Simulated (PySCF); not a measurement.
Isomers of C5H8NPSi, one GFN2-xTB conformer each. Single-point energies are computed at PBE0/pcSseg-1 (PySCF, gas phase, no added dispersion term), electronic only.

```tsv
SMILES	GFN2-xTB relative energy (kJ/mol)
C=Cn1cpc([SiH3])c1	57.0
[SiH3]Pc1cccnc1	0.0
C[Si@@H](P)C#CCC#N	264.1
```

Conformers: `[CH2:1]=[CH:2][n:3]1[cH:4][p:5][c:6]([SiH3:7])[cH:8]1` with C1–C2–N3–C4 0°; `[SiH3:1][PH:2][c:3]1[cH:4][cH:5][cH:6][n:7][cH:8]1` with Si1–P2–C3–C4 106°; `[CH3:1][Si@@H:2]([PH2:3])[C:4]#[C:5][CH2:6][C:7]#[N:8]` with C1–Si2–P3–H -168° and -76°.

What does PBE0/pcSseg-1 give for the same structures?

```json
{"SMILES": "[SiH3]Pc1cccnc1", "PBE0/pcSseg-1 E (Eh)": "-880.32379", "PBE0/pcSseg-1 (kJ/mol)": "0.0", "GFN2-xTB (kJ/mol)": "0.0", "point group": "C1"}
{"SMILES": "C=Cn1cpc([SiH3])c1", "PBE0/pcSseg-1 E (Eh)": "-880.30268", "PBE0/pcSseg-1 (kJ/mol)": "55.4", "GFN2-xTB (kJ/mol)": "57.0", "point group": "Cs"}
{"SMILES": "C[Si@@H](P)C#CCC#N", "PBE0/pcSseg-1 E (Eh)": "-880.27245", "PBE0/pcSseg-1 (kJ/mol)": "134.8", "GFN2-xTB (kJ/mol)": "264.1", "point group": "C1"}
```

Both levels put the same isomer lowest; measured from each level's own lowest isomer, the values differ by up to 129.3 kJ/mol (C[Si@@H](P)C#CCC#N: 264.1 against 134.8). As drawn, the lowest has an aromatic ring, which the highest lacks; the highest has a C≡N group, a C≡C bond and an Si–C bond, which the lowest lacks.

Which frontier levels, dipoles and rotational constants go with these structures?

```json
{"SMILES": "[SiH3]Pc1cccnc1", "HOMO (eV, PBE0/pcSseg-1)": "-6.88", "LUMO (eV)": "-1.01", "dipole (D)": "2.53", "A, B, C (MHz)": "3085, 850.1, 792.4"}
{"SMILES": "C=Cn1cpc([SiH3])c1", "HOMO (eV, PBE0/pcSseg-1)": "-6.60", "LUMO (eV)": "-1.22", "dipole (D)": "3.07", "A, B, C (MHz)": "3339, 847.7, 681.4"}
{"SMILES": "C[Si@@H](P)C#CCC#N", "HOMO (eV, PBE0/pcSseg-1)": "-7.61", "LUMO (eV)": "-0.48", "dipole (D)": "2.99", "A, B, C (MHz)": "2883, 511.5, 461.0"}
```
